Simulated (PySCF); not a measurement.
Isomers of C6H10OSi2, mass 154.027 u with the commonest isotopes. Method used: PySCF, PBE0-D3(BJ)/def2-SVP geometry optimisation, gas phase. One conformer each, none proved a minimum here; rigid rotors.

Question: Order these by out-of-plane moment Σ m c² = (Ia + Ib − Ic)/2, largest first.
A. `[SiH3:1][O:2][SiH2:3][c:4]1[cH:5][cH:6][cH:7][cH:8][cH:9]1` with Si1–O2–Si3–C4 129°, O2–Si3–C4–C5 0°
B. `[CH:1]#[C:2][C@@H:3]1[CH:4]=[CH:5][CH2:6][Si@H:7]1[O:8][SiH3:9]` with C6–Si7–O8–Si9 51°, C2–C3–C4–C5 -101°, C4–C5–C6–Si7 -18°, C5–C6–Si7–O8 -90°, C2–C3–Si7–C6 97°
C. `[OH:1][SiH2:2][c:3]1[cH:4][cH:5][c:6]([SiH3:7])[cH:8][cH:9]1` with H–O1–Si2–C3 180°, O1–Si2–C3–C4 -176°
D. `[CH:1]#[C:2][C@@H:3]1[CH:4]=[CH:5][CH2:6][Si@@H:7]1[O:8][SiH3:9]` with C6–Si7–O8–Si9 -108°, C2–C3–C4–C5 -135°, C4–C5–C6–Si7 12°, C5–C6–Si7–O8 99°, C2–C3–Si7–C6 140°

Answer: B (96.54 u·Å²), D (69.88 u·Å²), A (9.94 u·Å²), C (5.99 u·Å²).

Question: Order these by rotational constant A, largest first.
A. `[OH:1][SiH2:2][c:3]1[cH:4][cH:5][c:6]([SiH3:7])[cH:8][cH:9]1` with H–O1–Si2–C3 180°, O1–Si2–C3–C4 -176°
B. `[SiH3:1][O:2][SiH2:3][c:4]1[cH:5][cH:6][cH:7][cH:8][cH:9]1` with Si1–O2–Si3–C4 129°, O2–Si3–C4–C5 0°
C. `[CH:1]#[C:2][C@@H:3]1[CH:4]=[CH:5][CH2:6][Si@@H:7]1[O:8][SiH3:9]` with C6–Si7–O8–Si9 -108°, C2–C3–C4–C5 -135°, C4–C5–C6–Si7 12°, C5–C6–Si7–O8 99°, C2–C3–Si7–C6 140°
D. `[CH:1]#[C:2][C@@H:3]1[CH:4]=[CH:5][CH2:6][Si@H:7]1[O:8][SiH3:9]` with C6–Si7–O8–Si9 51°, C2–C3–C4–C5 -101°, C4–C5–C6–Si7 -18°, C5–C6–Si7–O8 -90°, C2–C3–Si7–C6 97°

Answer: A (3900 MHz), B (2993 MHz), D (2063 MHz), C (1541 MHz).

Question: Order these by radius of gyration √(Σ m r²/M), largest first.
A. `[CH:1]#[C:2][C@@H:3]1[CH:4]=[CH:5][CH2:6][Si@H:7]1[O:8][SiH3:9]` with C6–Si7–O8–Si9 51°, C2–C3–C4–C5 -101°, C4–C5–C6–Si7 -18°, C5–C6–Si7–O8 -90°, C2–C3–Si7–C6 97°
B. `[CH:1]#[C:2][C@@H:3]1[CH:4]=[CH:5][CH2:6][Si@@H:7]1[O:8][SiH3:9]` with C6–Si7–O8–Si9 -108°, C2–C3–C4–C5 -135°, C4–C5–C6–Si7 12°, C5–C6–Si7–O8 99°, C2–C3–Si7–C6 140°
C. `[SiH3:1][O:2][SiH2:3][c:4]1[cH:5][cH:6][cH:7][cH:8][cH:9]1` with Si1–O2–Si3–C4 129°, O2–Si3–C4–C5 0°
D. `[OH:1][SiH2:2][c:3]1[cH:4][cH:5][c:6]([SiH3:7])[cH:8][cH:9]1` with H–O1–Si2–C3 180°, O1–Si2–C3–C4 -176°

Answer: D (2.689 Å), C (2.618 Å), A (2.285 Å), B (2.196 Å).

```csv
SMILES,point group,Ia (u·Å²),Ib (u·Å²),Ic (u·Å²),κ,μa (D),μb (D),μc (D)
C#C[C@@H]1C=CC[Si@@H]1O[SiH3],C1,327.95,484.80,673.00,-0.26,1.03,0.17,0.10
O[SiH2]c1ccc([SiH3])cc1,–,129.57,990.33,1107.93,-0.97,1.62,0.25,0.01
C#C[C@@H]1C=CC[Si@H]1O[SiH3],C1,245.00,655.60,707.53,-0.92,0.33,1.07,0.03
[SiH3]O[SiH2]c1ccccc1,C1,168.83,897.06,1046.01,-0.94,0.60,0.18,0.33
```
